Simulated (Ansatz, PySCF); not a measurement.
A series of B-O bond dissociation energy values:

A. OB(O)Cl [chloroboronic acid] -> O[B]Cl + [OH] (HO)
B. OB(O)O[SiH3] → O[B]O[SiH3] + [OH] (HO)
C. OB(O)Br [bromoboronic acid] -> O[B]Br + [OH] (HO)
D. COB(O)O [methoxyboronic acid] -> CO[B]O + [OH] (HO)

Quantity: bond dissociation energy (enthalpy at 298 K, with B3LYP-D3(BJ) rigid-rotor harmonic-oscillator terms), kcal/mol. Geometries: B3LYP-D3(BJ)/def2-TZVP minima from Ansatz (a quantum-chemistry and plane-wave program), one conformer each, not searched for the lowest. Frequencies are from Ansatz or PySCF. Correlated levels leave the core frozen unless marked. UHF or UKS for open shells. No spin-orbit coupling. Frozen are the shells of the preceding noble gas and the d and f shells that filled before the atom's block. Non-relativistic. CBS marks a two-point X^-3 extrapolation of the correlation energy; Hartree-Fock from the larger set.

|  | revPBE/def2-TZVPD (Ansatz) | r2SCAN-D3(BJ)/def2-TZVPD (Ansatz + dftd3) | BHLYP-D4/def2-TZVPD (Ansatz + dftd4) | CCSD(T)/CBS(cc-pV(T+d)Z,cc-pV(Q+d)Z) (Ansatz) |
|---|---|---|---|---|
| A | 132.7 | 136.9 | 136.0 | … |
| B | 131.6 | 137.0 | 136.0 | … |
| C | 136.3 | 140.9 | 139.4 | … |
| D | 135.2 | 141.0 | 140.3 | … |

Problem. Some entries are withheld; supply them.

Solution. 
- A, CCSD(T)/CBS(cc-pV(T+d)Z,cc-pV(Q+d)Z) (Ansatz): 144.8
- B, CCSD(T)/CBS(cc-pV(T+d)Z,cc-pV(Q+d)Z) (Ansatz): 144.6
- C, CCSD(T)/CBS(cc-pV(T+d)Z,cc-pV(Q+d)Z) (Ansatz): 148.2
- D, CCSD(T)/CBS(cc-pV(T+d)Z,cc-pV(Q+d)Z) (Ansatz): 148.8
